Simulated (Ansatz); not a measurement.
`CB[CH2][GaH2]` and `CBCBO` differ in one atom or group.

Ansatz, PBE0-D4/def2-TZVP geometries, multiplicity 1. Each molecule was computed in one conformer, which needn't be the lowest.

Scalar relativity is left out up to krypton.

```tsv
property	`CB[CH2][GaH2]`
LUMO energy (PBE/def2-TZVPP) / eV	-2.73
HOMO energy (B3LYP/def2-TZVPP) / eV	-7.77
HOMO–LUMO gap (ωB97M-V/def2-TZVPP) / eV	10.00
HOMO–LUMO gap (PBE/def2-TZVPP) / eV	4.11
size of the dipole moment (PBE/def2-TZVPP) / D	0.79
LUMO energy (ωB97M-V/def2-TZVPP) / eV	-0.16
```

Q: What does the change do to each property? (Best estimate.)

A: The calculation gave: 
```json
{"property": "LUMO energy (PBE/def2-TZVPP) / eV", "`CBCBO`": "-2.00", "shift": "0.73"}
{"property": "HOMO energy (B3LYP/def2-TZVPP) / eV", "`CBCBO`": "-8.25", "shift": "-0.48"}
{"property": "HOMO–LUMO gap (ωB97M-V/def2-TZVPP) / eV", "`CBCBO`": "11.69", "shift": "1.69"}
{"property": "HOMO–LUMO gap (PBE/def2-TZVPP) / eV", "`CBCBO`": "5.06", "shift": "0.95"}
{"property": "size of the dipole moment (PBE/def2-TZVPP) / D", "`CBCBO`": "2.05", "shift": "1.26"}
{"property": "LUMO energy (ωB97M-V/def2-TZVPP) / eV", "`CBCBO`": "0.93", "shift": "1.09"}
```

With PBE0 the HOMO falls by 0.46 eV and the LUMO rises by 0.86 eV, so the gap widens by about 1.32 eV. PBE moves the HOMO by -0.22 eV and ωB97M-V by -0.60 eV. Dipoles are sizes alone; their direction can turn.

B3LYP here is the variant with VWN-RPA as its local correlation; programs differ in this.
